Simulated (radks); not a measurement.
Values are calculated unless marked as measured or tabulated.
Ag, configuration [Kr] 4d10 5s1 (the NIST ground configuration).

Code: a radial shooting solver on a logarithmic mesh with Libxc functionals. Model: scalar-relativistic Kohn-Sham, SCAN, spin-unpolarised, spherical densities, finite nucleus; meta-GGA in the generalised Kohn-Sham scheme; Fermi nuclear charge, rms radius 4.5454 fm.

Energy parts (eV):
part                       energy
total                 -144683.936
kinetic                150311.425
electron-nucleus      -349716.355
Hartree                 58803.049
exchange-correlation    -4082.055

Orbitals (lengths in bohr, moments of r in powers of bohr; r(max) is where P^2 peaks):
| orbital | occ. | eigenvalue (eV) | r(max) | <r> |
|---|---|---|---|---|
| 1s | 2 | -25379.23 | 0.02016 | 0.03111 |
| 2s | 2 | -3751.952 | 0.1138 | 0.1348 |
| 2p | 6 | -3361.863 | 0.09118 | 0.1177 |
| 3s | 2 | -694.0450 | 0.3320 | 0.3676 |
| 3p | 6 | -564.7288 | 0.3256 | 0.3670 |
| 3d | 10 | -361.7605 | 0.2744 | 0.3458 |
| 4s | 2 | -97.9593 | 0.8251 | 0.9148 |
| 4p | 6 | -60.4766 | 0.8785 | 1.003 |
| 4d | 10 | -7.6847 | 1.034 | 1.413 |
| 5s | 1 | -4.3955 | 2.493 | 3.133 |

The highest occupied level is 5s at -4.395 eV. For comparison, the ionisation energy in NIST's Atomic Spectra Database is 7.576 eV (measured). In exact Kohn-Sham theory the highest level is minus the ionisation energy, but local and semilocal functionals leave it too shallow, through self-interaction and a potential that decays too fast; potentials with the right tail come closer.

Beside tabulated values, note that spin-unpolarised runs miss the spin-polarisation part of the exchange energy of open shells.
